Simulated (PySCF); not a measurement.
**Static response to an electric field**

C6H8NP.
Structure used (GFN2-xTB), in Å, numbered top down from 1:
```
atom  x, y, z in Å
C1    -2.198    0.778    0.208
C2    -1.247    0.113   -0.788
C3     0.062   -0.204   -0.117
C4     0.200   -1.389    0.590
P5     1.626   -1.862    1.451
C6     2.607   -0.472    1.108
C7     2.175    0.591    0.341
N8     0.996    0.729   -0.236
H9    -1.753    1.694    0.590
H10   -3.142    1.021   -0.274
H11   -2.397    0.115    1.048
H12   -1.699   -0.802   -1.176
H13   -1.055    0.796   -1.616
H14   -0.639   -2.074    0.610
H15    3.607   -0.445    1.519
H16    2.850    1.424    0.166
```

Level: CAM-B3LYP/def2-SVPD (PySCF), static field, nuclei fixed, core orbitals frozen in the response. The polarisability tensor in these axes (au):

```
x   115.84  -2.44  15.22
y    -2.44  99.68 -16.10
z    15.22 -16.10  81.55
```

Question: What are the eigenvalues, a third of the trace, and Δα (Δα² = ½Σ(αi − αj)² over the three pairs)?

Answer: Principal values 68.94, 103.43 and 124.69 au; mean 99.02 au = 14.67 Å³ = 16.33 × 10⁻⁴⁰ C²·m²/J; Δα = 48.73 au (49 % of the mean).

Question: What is the dipole moment, and where does it point?

Answer: (-0.31, -0.45, 0.25) D, 0.60 D in size, pointing from the negative to the positive side. Measured along this direction, the outermost atoms are H16 at the negative end and H14 at the positive end.

Question: Refractivity n − 1 of an ideal gas of it at 500 K and 1 atm, from the electronic α?

Answer: N = p/kT = 1.4678 × 10¹⁹ cm⁻³, so n − 1 = 2π × N × 14.67 × 10⁻²⁴ cm³ = 1353 × 10⁻⁶ at long wavelengths.

Question: Orientational against electronic polarisability at 500 K (dilute gas, rigid molecules)?

Answer: In Gaussian units μ²/3kT = 1.76 Å³ against 14.67 Å³, a ratio of 0.12; the Debye molar polarisation (4π/3)N_A(α + μ²/3kT) is 41.4 cm³/mol, leaving out the vibrational part.

Question: Give the principal axes and the span of the nuclei along them.

Answer: Largest value along (0.83, -0.36, 0.43), where the nuclei span 6.90 Å; middle along (0.49, 0.83, -0.27), 4.73 Å; least along (-0.26, 0.43, 0.86), 2.62 Å. The response follows the extents in order.

Question: Find the Langevin capture rate constant for NH4+ (18.034 u) meeting this molecule (125.039 u), k = 2.342 × 10⁻⁹ cm³/s × √(α in Å³ / reduced mass in u).

Answer: The reduced mass is 15.76 u, so k = 2.26 × 10⁻⁹ cm³/s. The formula leaves out the permanent dipole, which adds to the capture rate.

Question: What molar refraction does this α imply?

Answer: Lorentz–Lorenz: R = (4π/3)N_A α = 2.5225 cm³/(mol·Å³) × 14.67 Å³ = 37.0 cm³/mol, in the limit of long wavelengths.

Geometry: GFN2-xTB, one conformer, isolated molecule.

These values come from a run that also computed excited states. On an Arm Neoverse V1 with one thread (shared host), this took 63 s wall (grids of density and orbitals included) and 1.1 GiB of memory at its peak.
